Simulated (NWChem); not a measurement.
System: HSeBr; SMILES Br[SeH]

The following NWChem deck was run.

```
start job
memory heap 200 mb stack 900 mb global 1100 mb
geometry units angstroms noautoz
  Se     0.032784    -1.148577     0.000000
  H     -1.433692    -1.268546     0.000000
  Br     0.018228     1.164814     0.000000
end
basis spherical
  * library def2-svp
end
dft
  xc pbe0
  iterations 150
  mulliken
end
task dft energy
```

All runs use the structure optimised with PBE0-D3(BJ)/def2-TZVP.

**Question.** What results follow from this input? (PBE0/def2-SVP.) Quantities: energy (Ha); highest occupied level (eV); orbital gap (eV); dipole (D).

**Answer.** 
```yaml
energy (Ha): -4975.12
highest occupied level (eV): -6.84
orbital gap (eV): 4.41
dipole (D): 1.29
```
